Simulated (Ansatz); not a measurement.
Consider the formal exchange of groups at a B–B bond: `CB([SiH3])BS` + `CCCCC` → `CCB(C)[SiH3]` + `CCCBS`.

Gas-phase electronic energies from Ansatz, PBE0-D4/def2-TZVP geometries. CCSD(T)/CBS is the MP2 limit (def2-TZVPP, def2-QZVPP) plus CCSD(T) − MP2 in def2-TZVPP, frozen cores. Functionals use def2-TZVPP. B3LYP here is the variant with VWN-RPA as its local correlation; programs differ in this. One conformer a species, not always the lowest.

```json
{"level": "B3LYP-D4", "ΔE (kcal/mol)": "-9.0"}
{"level": "HF/def2-QZVPP", "ΔE (kcal/mol)": "-8.0"}
```

Q: What does CCSD(T)/CBS give? (Estimate.)

A: Ansatz gave: -9.4 kcal/mol. The listed levels differ from it by 0.4, 1.4 kcal/mol.

Largest T1 diagnostic among the species: 0.014.

The D4 term adds −1.0 kcal/mol with B3LYP and −0.6 kcal/mol with PBE0; it sums over pairs of atoms, weighted by their polarisabilities, and B3LYP, whose exchange is more repulsive, gets the larger term. In def2-TZVPP, CCSD(T) changes the Hartree–Fock value by −1.3 kcal/mol (the triples alone add −0.2 kcal/mol) and MP2 by −2.6 kcal/mol.
